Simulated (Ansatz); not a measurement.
Computed with Ansatz on PBE0-D4/def2-TZVP structures; ΔE is electronic, products minus reactants. CCSD(T)/CBS is the MP2 limit (def2-TZVPP, def2-QZVPP) plus CCSD(T) − MP2 in def2-TZVPP, frozen cores. Functionals use def2-TZVPP. B3LYP here is the variant with VWN-RPA as its local correlation; programs differ in this. Each species was taken in one conformer, which may not be the lowest.

Reaction (isomerisation): `O/C(Cl)=N/[SiH3]` → `O[Si]1(Cl)CN1`

```json
{"level": "PBE-D4", "ΔE (kJ/mol)": "-165.4", "difference from CCSD(T)/CBS": "26.9"}
{"level": "r2SCAN-D4", "ΔE (kJ/mol)": "-178.3", "difference from CCSD(T)/CBS": "14.0"}
{"level": "PBE0-D4", "ΔE (kJ/mol)": "-181.9", "difference from CCSD(T)/CBS": "10.4"}
{"level": "B3LYP-D4", "ΔE (kJ/mol)": "-167.1", "difference from CCSD(T)/CBS": "25.2"}
{"level": "ωB97X-V", "ΔE (kJ/mol)": "-180.7", "difference from CCSD(T)/CBS": "11.6"}
{"level": "ωB97M-V", "ΔE (kJ/mol)": "-187.2", "difference from CCSD(T)/CBS": "5.1"}
{"level": "B2PLYP", "ΔE (kJ/mol)": "-175.2", "difference from CCSD(T)/CBS": "17.1"}
{"level": "PBE", "ΔE (kJ/mol)": "-165.1", "difference from CCSD(T)/CBS": "27.2"}
{"level": "r2SCAN", "ΔE (kJ/mol)": "-178.3", "difference from CCSD(T)/CBS": "14.0"}
{"level": "PBE0", "ΔE (kJ/mol)": "-181.6", "difference from CCSD(T)/CBS": "10.7"}
{"level": "B3LYP", "ΔE (kJ/mol)": "-166.5", "difference from CCSD(T)/CBS": "25.8"}
{"level": "HF/def2-TZVPP", "ΔE (kJ/mol)": "-170.1", "difference from CCSD(T)/CBS": "22.2"}
{"level": "MP2/def2-TZVPP", "ΔE (kJ/mol)": "-192.4", "difference from CCSD(T)/CBS": "-0.1"}
{"level": "SCS-MP2/def2-TZVPP", "ΔE (kJ/mol)": "-182.0", "difference from CCSD(T)/CBS": "10.3"}
{"level": "CCSD/def2-TZVPP", "ΔE (kJ/mol)": "-186.0", "difference from CCSD(T)/CBS": "6.3"}
{"level": "CCSD(T)/def2-TZVPP", "ΔE (kJ/mol)": "-180.7", "difference from CCSD(T)/CBS": "11.6"}
{"level": "HF/def2-QZVPP", "ΔE (kJ/mol)": "-172.4", "difference from CCSD(T)/CBS": "19.9"}
{"level": "MP2/def2-QZVPP", "ΔE (kJ/mol)": "-199.9", "difference from CCSD(T)/CBS": "-7.6"}
{"level": "SCS-MP2/def2-QZVPP", "ΔE (kJ/mol)": "-189.8", "difference from CCSD(T)/CBS": "2.5"}
{"level": "HF/CBS(def2)", "ΔE (kJ/mol)": "-172.7", "difference from CCSD(T)/CBS": "19.6"}
{"level": "MP2/CBS(def2)", "ΔE (kJ/mol)": "-204.0", "difference from CCSD(T)/CBS": "-11.7"}
{"level": "CCSD/CBS(def2)", "ΔE (kJ/mol)": "-197.7", "difference from CCSD(T)/CBS": "-5.4"}
{"level": "CCSD(T)/CBS", "ΔE (kJ/mol)": "-192.3", "difference from CCSD(T)/CBS": "0"}
```

Largest T1 diagnostic among the species: 0.013.

In def2-TZVPP, CCSD(T) changes the Hartree–Fock value by −10.6 kJ/mol (the triples alone add +5.3 kJ/mol) and MP2 by −22.3 kJ/mol. From PBE to PBE0 (25 % exact exchange), in def2-TZVPP and without D4, ΔE moves by −16.5 kJ/mol.

CCSD(T)/CBS has its own doubt, a few kJ/mol and more with outer-core shells, so smaller differences from it don't rank the levels.
